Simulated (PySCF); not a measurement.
First SCF of a structure search on singlet OsS3, at a hand-made side-on plus terminal geometry. PySCF input:

```python
from pyscf import gto, scf, dft
mol = gto.M(atom='''
Os     0.000000     0.000000     0.000000
S      1.020000     0.000000     2.161000
S     -1.020000     0.000000     2.161000
S      0.000000     0.000000    -2.222300''',
    basis={'Os': 'def2-SVP', 'S': 'def2-SVP'},
    ecp={'Os': 'def2-SVP'},
    charge=0, spin=0)
mf = dft.RKS(mol, xc='PBE0')
mf.grids.atom_grid = (50, 194)
aux = {'Os': 'def2-universal-JKFIT', 'S': 'def2-universal-JKFIT'}
mf = mf.density_fit(auxbasis=aux)
mf.conv_tol = 1e-08
mf.diis_space = 10
mf.max_cycle = 60
mf.init_guess = 'minao'
mf.verbose = 4
mf.kernel()
```

Excerpt of the output (cycles and frontier levels):

```
init E= -1272.50883221223
  HOMO = -0.518234283552335  LUMO = -0.479072178019622  gap/eV = 1.06566
cycle= 1 E= -1283.03709805234  delta_E= -10.5  |g|= 2.11  |ddm|= 8.49
  HOMO = 0.0483223412786913  LUMO = 0.162186626443372  gap/eV = 3.09841
cycle= 2 E= -1273.91376722126  delta_E= 9.12  |g|= 4.45  |ddm|= 11.8
  HOMO = -0.237452241904287  LUMO = -0.188877015179662  gap/eV = 1.32180
cycle= 3 E= -1284.29066584679  delta_E= -10.4  |g|= 0.671  |ddm|= 11.4
  HOMO = -0.272681834395889  LUMO = -0.200443965905354  gap/eV = 1.96569
cycle= 4 E= -1284.4135041847  delta_E= -0.123  |g|= 0.286  |ddm|= 0.973
  HOMO = -0.254474281336166  LUMO = -0.190359649753213  gap/eV = 1.74465
cycle= 5 E= -1284.38807408664  delta_E= 0.0254  |g|= 0.385  |ddm|= 0.827
  HOMO = -0.257471788344493  LUMO = -0.172005591029452  gap/eV = 2.32565
cycle= 6 E= -1284.44092699755  delta_E= -0.0529  |g|= 0.0723  |ddm|= 0.548
  HOMO = -0.260879776857076  LUMO = -0.177235559654303  gap/eV = 2.27608
cycle= 7 E= -1284.4425715865  delta_E= -0.00164  |g|= 0.0365  |ddm|= 0.12
  HOMO = -0.260763170284069  LUMO = -0.177138504063499  gap/eV = 2.27554
cycle= 8 E= -1284.4425566471  delta_E= 1.49e-05  |g|= 0.0364  |ddm|= 0.0207
  HOMO = -0.261433850442124  LUMO = -0.177165943505083  gap/eV = 2.29305
cycle= 9 E= -1284.44276659967  delta_E= -0.00021  |g|= 0.0244  |ddm|= 0.0179
  HOMO = -0.262375281370662  LUMO = -0.17752283590963  gap/eV = 2.30895
cycle= 10 E= -1284.44291406599  delta_E= -0.000147  |g|= 0.00577  |ddm|= 0.02
  HOMO = -0.262721873684859  LUMO = -0.177608112281993  gap/eV = 2.31606
cycle= 11 E= -1284.44292287504  delta_E= -8.81e-06  |g|= 0.00137  |ddm|= 0.00732
  HOMO = -0.26261662522219  LUMO = -0.177553881173466  gap/eV = 2.31468
cycle= 12 E= -1284.44292347185  delta_E= -5.97e-07  |g|= 0.000453  |ddm|= 0.00249
  HOMO = -0.262632775356049  LUMO = -0.177571258763728  gap/eV = 2.31464
cycle= 13 E= -1284.44292352725  delta_E= -5.54e-08  |g|= 3.61e-05  |ddm|= 0.000506
  HOMO = -0.262635476538544  LUMO = -0.177574692125437  gap/eV = 2.31462
cycle= 14 E= -1284.44292352769  delta_E= -4.39e-10  |g|= 5.32e-06  |ddm|= 6.01e-05
  HOMO = -0.262636224200125  LUMO = -0.177575619787507  gap/eV = 2.31462
Extra cycle  E= -1284.44292352758  delta_E= 1.16e-10  |g|= 2.24e-05  |ddm|= 2.3e-05
converged SCF energy = -1284.44292352758
```

No lower solution of this spin was found from smeared starts or by a stability analysis within the restricted form, which does not test spin polarisation.

At the minimum of this search the closed-shell solution is unstable towards spin polarisation, so a lower open-shell solution exists. No spin–orbit coupling is included, which matters more the heavier the element.

The search for the lowest solution, 3 starts and the stability check together, took 8.8 s on 2 threads of a shared Intel Xeon Platinum 8375C @ 2.90GHz (Ice Lake) host, with 86 basis functions; the process peaked at 0.43 GiB.
